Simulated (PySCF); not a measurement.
C4H7O, multiplicity 2. Atoms are numbered in the order given.

```xyz
12

C      0.0976    -2.0450     0.0000
C      0.6817    -0.6827     0.0000
C     -0.1457     0.5072     0.0000
C      0.5584     1.8542     0.0000
O     -1.3760     0.4282     0.0000
H     -0.9994    -1.9882     0.0000
H      0.4317    -2.6225    -0.8822
H      0.4317    -2.6225     0.8822
H      1.7710    -0.5650     0.0000
H      1.2052     1.9570     0.8870
H     -0.1903     2.6567     0.0000
H      1.2052     1.9570    -0.8870
```
Charge 0, spin multiplicity 2.

Geometry optimised at B3LYP-D3(BJ)/def2-SVP. The isomer is the one that the SMILES or the coordinates give; other isomers of the formula were not compared. One conformer was computed; it need not be the lowest.

The numbers are results of SMD-ωB97X/6-31G* in PySCF, not measurements.

Solvation free energies are E(SMD) − E(gas) at the gas-phase geometry, for 1 M in both phases. In vacuum the dipole moment is 2.94 D.

| solvent | ΔG(solv) (kcal/mol) | its non-electrostatic (CDS) part | dipole (D) |
|---|---|---|---|
| water | -3.6 | 3.9 | 4.37 |
| methanol | -5.9 | 1.3 | 4.31 |
| chlorobenzene | ? | ? | ? |

Problem. What belongs in the gaps? (Estimate from the structure and the level; the computed values follow.)

Solution. 
- chlorobenzene, ΔG(solv) (kcal/mol): -5.4
- chlorobenzene, its non-electrostatic (CDS) part: -2.2
- chlorobenzene, dipole (D): 3.59
